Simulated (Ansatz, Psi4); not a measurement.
Here is a job for Ansatz (a quantum-chemistry and plane-wave program).
Ansatz 0.2 input:
```yaml
crystal:
  periodic: [false, false, false]
  atoms:
    - {symbol: C, position_ang: [0.01666932, -0.11091760, 0.82667082]}
    - {symbol: C, position_ang: [0.00408853, -0.69905031, -0.53382474]}
    - {symbol: C, position_ang: [-0.02162935, 0.58225352, -0.59208061]}
    - {symbol: H, position_ang: [0.93754951, -0.07354811, 1.39599007]}
    - {symbol: H, position_ang: [-0.88439594, -0.10866141, 1.42801722]}
    - {symbol: H, position_ang: [-0.04792456, 1.54849588, -1.02860011]}
basis:
  gaussian:
    orbitals: cc-pVDZ
hamiltonian:
  xc: {name: B97M-V}
magnetization: {spin_polarized: true, initial_magnetization: 1}
accuracy: high
```

Problem. Write the same job for Psi4.

Solution. Several could match; the one computed here: 
```
memory 2 GB

molecule mol {
0 2
  C     0.016669   -0.110918    0.826671
  C     0.004089   -0.699050   -0.533825
  C    -0.021629    0.582254   -0.592081
  H     0.937550   -0.073548    1.395990
  H    -0.884396   -0.108661    1.428017
  H    -0.047925    1.548496   -1.028600
}

set basis cc-pvdz
set reference uks
set scf_type pk
set puream true
set d_convergence 1e-8
set dft_radial_points 99
set dft_spherical_points 590

energy('b97m-v')
print_variables()
```

Both were run: Ansatz gave -115.949552 Eh and Psi4 -115.949553 Eh, 0.001 mEh apart.
